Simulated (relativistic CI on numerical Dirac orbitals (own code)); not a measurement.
# Slater and spin-orbit integrals, Se⁸⁺

Method of calculation: Dirac-Coulomb-Breit CI, KLI orbitals optimised for each configuration, a model potential for QED, unscaled Slater integrals (own radial code, finite nucleus).

Slater integrals F^k, G^k are unscaled and averaged over j, outside the closed core [Ne]; ζ comes from projecting the Hamiltonian with its Breit term on Σ l·s of the shell.

- 3s2.3p6.3d8: F^2(3d,3d) = 170760, F^4(3d,3d) = 108120, ζ(3d) = 2959.3 cm⁻¹; <r>(3d) = 0.5713, <r^2>(3d) = 0.3937 (bohr units).
- 3s2.3p5.3d9: ζ(3p) = 33038, F^2(3p,3d) = 168080, G^1(3p,3d) = 201170, G^3(3p,3d) = 126080, ζ(3d) = 2898.7 cm⁻¹; <r>(3p) = 0.5698, <r^2>(3p) = 0.3779, <r>(3d) = 0.5724, <r^2>(3d) = 0.3954 (bohr units).
- 3s2.3p6.3d7.4s: F^2(3d,3d) = 175590, F^4(3d,3d) = 111370, ζ(3d) = 3113.4, G^2(3d,4s) = 17732 cm⁻¹; <r>(3d) = 0.558, <r^2>(3d) = 0.3746, <r>(4s) = 1.332, <r^2>(4s) = 1.991 (bohr units).

Q: Give the Racah parameters of the d shell in 3s2.3p6.3d8.

A: B = F²/49 − 5F⁴/441 = 2259 cm⁻¹ and C = 35F⁴/441 = 8581 cm⁻¹.

Averages of the first 10 configurations, taken without configuration mixing, which lowers the lowest level and can move excited configurations by several eV; other configurations of the list can lie among them:

```json
{"Configuration": "3s2.3p6.3d8", "Parity": "even", "States": "45", "Average energy above the lowest level (eV)": "3.3"}
{"Configuration": "3s2.3p5.3d9", "Parity": "odd", "States": "60", "Average energy above the lowest level (eV)": "114.3"}
{"Configuration": "3s2.3p6.3d7.4s", "Parity": "even", "States": "240", "Average energy above the lowest level (eV)": "84.8"}
{"Configuration": "3s2.3p4.3d10", "Parity": "even", "States": "15", "Average energy above the lowest level (eV)": "227.6"}
{"Configuration": "3s.3p6.3d9", "Parity": "even", "States": "20", "Average energy above the lowest level (eV)": "182.3"}
{"Configuration": "3s2.3p6.3d7.4p", "Parity": "odd", "States": "720", "Average energy above the lowest level (eV)": "102.8"}
{"Configuration": "3s2.3p6.3d6.4s2", "Parity": "even", "States": "210", "Average energy above the lowest level (eV)": "177.6"}
{"Configuration": "3s2.3p6.3d7.4d", "Parity": "even", "States": "1200", "Average energy above the lowest level (eV)": "130.4"}
{"Configuration": "3s2.3p6.3d6.4s.4p", "Parity": "odd", "States": "2520", "Average energy above the lowest level (eV)": "194.1"}
{"Configuration": "3p6.3d10", "Parity": "even", "States": "1", "Average energy above the lowest level (eV)": "364.5"}
```
